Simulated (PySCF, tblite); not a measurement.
Problem. Write Cartesian coordinates for `C[C@@H]([O-])C[C@H](C)C(F)=C(F)F` as optimised with GFN2-xTB. (Charge -1.)

Solution. 
```
atom  x, y, z in Å
C1     2.3701   -0.5350    0.3707
C2     1.4959   -0.9145   -0.8734
O3     1.1423   -2.1681   -0.9266
C4     0.2817    0.1350   -0.9400
C5    -0.6768    0.0325    0.2522
C6    -1.3568   -1.3338    0.2459
C7    -1.6417    1.1692    0.1476
F8    -2.5801    1.0913   -0.8321
C9    -1.6034    2.3098    0.8383
F10   -0.7666    2.5438    1.8621
F11   -2.3648    3.4044    0.6269
H12    2.5402    0.5405    0.4338
H13    1.8864   -0.8824    1.2811
H14    3.3311   -1.0401    0.2901
H15    2.1166   -0.5832   -1.7758
H16   -0.2716   -0.0731   -1.8577
H17    0.7008    1.1442   -1.0028
H18   -0.1106    0.1681    1.1771
H19   -0.5760   -2.0548   -0.0247
H20   -2.1379   -1.3660   -0.5106
H21   -1.7877   -1.5710    1.2176
```

Orientation and origin are arbitrary. Atoms count from 1 in this order. C7 (vinylic C–F carbon) is planar (angles 126.5°, 116.9° and 116.2°, sum 359.7°, 0.04 Å off the plane of its three neighbours). The C–C distances run from 1.334 Å (C7=C9, drawn double) to 1.606 Å (C2–C4, drawn single), a spread of 0.272 Å. Of the pairs four or more bonds apart, O3···H19 is among the closest relative to their van der Waals radii: 1.94 Å, 71 % of the sum of Bondi's values. C9 (=CF2 carbon) is planar (angles 126.6°, 124.2° and 109.2°, sum 360.0°, 0.01 Å off the plane of its three neighbours).

Bonds between heavy atoms (Å): C1–C2 1.567, C2–O3 1.304, C2–C4 1.606, C4–C5 1.533, C5–C6 1.526, C5–C7 1.495, C7–F8 1.359, C7=C9 1.334, C9–F10 1.343, C9–F11 1.350.

Computed geometry: GFN2-xTB, gas phase.

Point group: C1 (no symmetry element, even within 0.4 Å). Its GFN2-xTB frequencies are all real (lowest 39 cm⁻¹). Torsions: C1–C2–C4–C5 -65°, C2–C4–C5–C6 -64°, C4–C5–C7–F8 72°. 3 starts were optimised and ended at 0.00, 1.40 and 3.47 kcal/mol (GFN2-xTB); the lowest of these is shown.

One conformer stands for the species.
